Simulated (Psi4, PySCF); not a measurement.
Input for Psi4:
```
memory 2 GB

molecule mol {
-1 1
O     0.321106    1.279463    0.382909
C    -0.071521    0.135909    0.029199
N     0.980979   -0.778890   -0.450342
C    -1.327930   -0.375569    0.025138
H     0.801109   -1.730363   -0.146165
H    -1.533231   -1.382723   -0.313662
H    -2.177090    0.233060    0.294171
H     1.870217   -0.465486   -0.071250
}

set {
  basis 6-31g*
  reference rhf
  freeze_core true
  mp2_type conv
  scf_type pk
  puream true
  d_convergence 1e-8
}

energy('ccsd(t)')
print_variables()
```

Task: Give the equivalent PySCF input.

Result: One answer among several that fit: 
```python
from pyscf import gto, scf, cc

mol = gto.Mole()
mol.atom = '''
    O     0.321106    1.279463    0.382909
    C    -0.071521    0.135909    0.029199
    N     0.980979   -0.778890   -0.450342
    C    -1.327930   -0.375569    0.025138
    H     0.801109   -1.730363   -0.146165
    H    -1.533231   -1.382723   -0.313662
    H    -2.177090    0.233060    0.294171
    H     1.870217   -0.465486   -0.071250
'''
mol.basis = '6-31g*'
mol.charge = -1
mol.spin = 0
mol.verbose = 4
mol.build()

mf = scf.RHF(mol)
mf.kernel()

mycc = cc.CCSD(mf, frozen=4)
mycc.kernel()
et = mycc.ccsd_t()
print('E(CCSD(T)) = %.10f' % (mycc.e_tot + et))
```

Both were run: Psi4 gave -207.963919 Eh and PySCF -207.963919 Eh, 0.000 mEh apart.
